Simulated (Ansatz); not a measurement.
GeEt2(OAc)2 (C₈H₁₆GeO₄), relaxed as a singlet with RKS PBE-D4/def2-SVP in Ansatz, starting from the GFN2-xTB geometry. Force threshold 0.03 eV/Å.

Start:

```xyz
29

Ge    0.668    0.375    0.260
C     0.488    0.930    2.199
C    -0.155   -0.132    3.075
H    -0.108    1.842    2.200
H     1.484    1.182    2.560
H    -0.279    0.247    4.088
H    -1.129   -0.405    2.677
H     0.463   -1.026    3.106
C     2.196    0.879   -0.955
C     2.356    2.381   -1.123
H     1.986    0.406   -1.914
H     3.104    0.437   -0.546
H     3.173    2.593   -1.810
H     1.443    2.814   -1.525
H     2.574    2.861   -0.170
O    -0.768    1.020   -0.730
C    -1.941    0.467   -0.523
C    -2.955    0.815   -1.579
O    -2.161   -0.254    0.420
H    -3.951    0.533   -1.251
H    -2.696    0.264   -2.481
H    -2.907    1.877   -1.801
O     0.499   -1.471    0.335
C     0.111   -2.081   -0.764
C    -0.312   -3.505   -0.529
O     0.095   -1.534   -1.839
H    -0.396   -4.032   -1.475
H    -1.280   -3.486   -0.032
H     0.400   -3.999    0.127
```

```
step  energy (eV)  largest force component (eV/Å)  SCF passes
   1  -73219.0142                           1.404          24
   2  -73219.2636                           0.577          21
   3  -73219.2909                           0.580          22
   4  -73219.2941                           0.432          20
   5  -73219.3141                           0.188          22
   6  -73219.3159                           0.047          23
   7  -73219.3174                           0.071          22
   8  -73219.3187                           0.093          22
   9  -73219.3193                           0.066          22
  10  -73219.3196                           0.042          22
  11  -73219.3198                           0.032          24
  12  -73219.3198                           0.011          15
```

Force components are those of the run's own axes.

End:

```tsv
atom	x (Å)	y (Å)	z (Å)
Ge1	0.626	0.300	0.211
C2	0.570	0.887	2.080
C3	-0.266	0.003	3.010
H4	0.192	1.932	2.059
H5	1.628	0.947	2.415
H6	-0.266	0.404	4.045
H7	-1.313	-0.068	2.657
H8	0.132	-1.030	3.043
C9	2.154	0.820	-0.892
C10	2.271	2.339	-1.065
H11	2.004	0.305	-1.862
H12	3.063	0.386	-0.426
H13	3.130	2.604	-1.715
H14	1.358	2.760	-1.532
H15	2.421	2.860	-0.097
O16	-0.790	1.037	-0.749
C17	-2.012	0.528	-0.523
C18	-3.036	1.033	-1.512
O19	-2.246	-0.278	0.368
H20	-4.054	0.771	-1.173
H21	-2.840	0.549	-2.491
H22	-2.938	2.125	-1.661
O23	0.524	-1.551	0.335
C24	0.171	-2.211	-0.784
C25	-0.072	-3.679	-0.528
O26	0.034	-1.660	-1.867
H27	-0.151	-4.224	-1.485
H28	-1.023	-3.782	0.033
H29	0.729	-4.107	0.105
```

By distances, no bond broke or formed. The bond that changes most is Ge1–C2, from 2.02 to 1.96 Å (atoms count from 1).

No frequencies were taken in this run, so the end may be a saddle point.

It took 52 s on 2 threads of AMD EPYC 7R13 on a shared host and a share (18 GiB) of an NVIDIA H100 80GB HBM3.
